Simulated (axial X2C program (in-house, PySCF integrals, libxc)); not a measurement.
# RuSe⁻: properties at the nuclei

Computed with an axial X2C code built on PySCF integrals: two-component X2C with atomic mean-field Coulomb and Gaunt terms, Gaussian nuclei, basis Ru dyall-acv3z, Se dyall-acv3z with contracted cores.

R = 2.247 Å (near the PBE0 minimum at charge -1 of the determinant lowest at the starting distance; the state shown can have its own minimum elsewhere).

Input and command:
```json
{"zs": [44, 34], "q": -1, "bas": ["dyall-acv3z", "dyall-acv3z"], "r0": 2.21, "levels": ["PBE0", "HF", "TPSSh", "BHandHLYP", "PBE50"], "nst": 3}
```
```bash
python soeom.py task.json out
```

Keys: zs atomic numbers; q charge; bas basis sets; r0 starting distance in Å; levels methods; nst determinants followed.

Determinant lowest in the PBE0 search, Ω = 7/2 (⟨Sz⟩ = 1.49, ⟨Lz⟩ = 2.01 at PBE0), spin on the atoms Ru 1.32, Se 0.18:

```tsv
level	Eeff magnitude (GV/cm)	Ws magnitude Ru (kHz)	Ws magnitude Se (kHz)	A∥/gI Ru (MHz)	qzz Ru (a.u.)	A∥/gI Se (MHz)	qzz Se (a.u.)
PBE0	1.17	0.0747	0.00787	222	1.12	-40.5	1.51
HF	2.32	0.383	0.0168	289	0.50	-19	3.16
TPSSh	0.393	0.0343	0.00754	248	1.03	-40.2	1.34
BHandHLYP	2.2	0.219	0.00523	162	1.10	-28.6	2.06
PBE50	1.12	0.0699	0.00789	217	0.93	-31	1.90
```

Eeff is the effective electric field on the electron electric dipole moment in this Ω state and Ws the scalar–pseudoscalar constant of the nucleus named (defined with the proton number Z and per Ω); A∥ (defined per Ω) follows by multiplying with gI = μI/(I μN); qzz is the electric field gradient, eQq0 = 234.96 MHz × Q/barn × qzz. The operators were transformed with the bare-nucleus X2C matrices; with these basis sets, hyperfine constants and field gradients can be off by tens of per cent, and where levels differ in sign neither size nor sign is settled.

Question: With gI(101Ru) = -0.2880 (g factors from the IAEA table of nuclear moments by Stone), turn the PBE0 values of the first state into constants in MHz.

Answer: A∥(101Ru) = 222 × -0.2880 = -63.9 MHz.

Each state is one determinant with collinear spin, which with several unpaired electrons need not be a pure state. Unrestricted Hartree–Fock can overshoot spin polarisation at the nuclei. In the state Ω = 7/2 the sign of Eeff differs between levels (HF against PBE0). For an anion, determinants above electron detachment, or with a positive highest level, are held by the basis set. With several open shells hyperfine constants can be off by a factor of several. Where Eeff spreads by more than a factor of two the levels disagree and none is to be relied on. States lie within half an eV, so the first need not be the ground state. The sign of Ws at Ru differs between levels in the first state. Further determinants of the search, some of them spin-mixed, are not shown. Where a field gradient or hyperfine factor spreads by more than a factor of two over the levels, a constant derived from it is not to be relied on.
